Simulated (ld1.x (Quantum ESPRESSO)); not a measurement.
## u(r) = r·R(r): atom against pseudo-atom (O (Z = 8))

Columns: radius, all-electron u(r) and pseudo u(r) of the 2s shell (level -24.00 eV) of oxygen in the configuration [He] 2s2 2p4; revPBE, scalar-relativistic, TM scheme, ld1.x (Quantum ESPRESSO) 7.5.

| r (bohr) | all-electron | pseudo |
| --- | --- | --- |
| 0.110 | 0.4193 | -0.1127 |
| 0.220 | 0.1838 | -0.2369 |
| 0.330 | -0.1793 | -0.3830 |
| 0.440 | -0.4982 | -0.5527 |
| 0.550 | -0.7297 | -0.7271 |
| 0.660 | -0.8739 | -0.8678 |
| 0.770 | -0.9458 | -0.9450 |
| 0.880 | -0.9639 | -0.9639 |
| 0.990 | -0.9445 | -0.9445 |
| 1.100 | -0.9010 | -0.9010 |
| 1.210 | -0.8429 | -0.8429 |
| 1.320 | -0.7774 | -0.7774 |
| 1.430 | -0.7091 | -0.7091 |
| 1.540 | -0.6414 | -0.6414 |
| 1.650 | -0.5762 | -0.5762 |
| 1.760 | -0.5149 | -0.5149 |
| 1.870 | -0.4580 | -0.4580 |
| 1.980 | -0.4060 | -0.4060 |
| 2.090 | -0.3588 | -0.3588 |
| 2.200 | -0.3164 | -0.3164 |
| 2.310 | -0.2784 | -0.2784 |
| 2.420 | -0.2445 | -0.2445 |
| 2.530 | -0.2145 | -0.2145 |
| 2.640 | -0.1879 | -0.1879 |
| 2.750 | -0.1645 | -0.1645 |
| 2.860 | -0.1439 | -0.1439 |

How many radial nodes do the two functions have?

The all-electron 2s function has n − l − 1 = 1; the pseudo-wave has 0, since the states of the same l below it are removed with the core.

At about which radius was the pseudo-wave matched?

0.90 bohr, where the columns begin to agree (steps of 0.11 bohr).

Is the pseudo-wave norm-conserving?

Yes: the TM scheme keeps the norm inside the radius equal to the all-electron one, which fixes the energy derivative of the logarithmic derivative at the level.
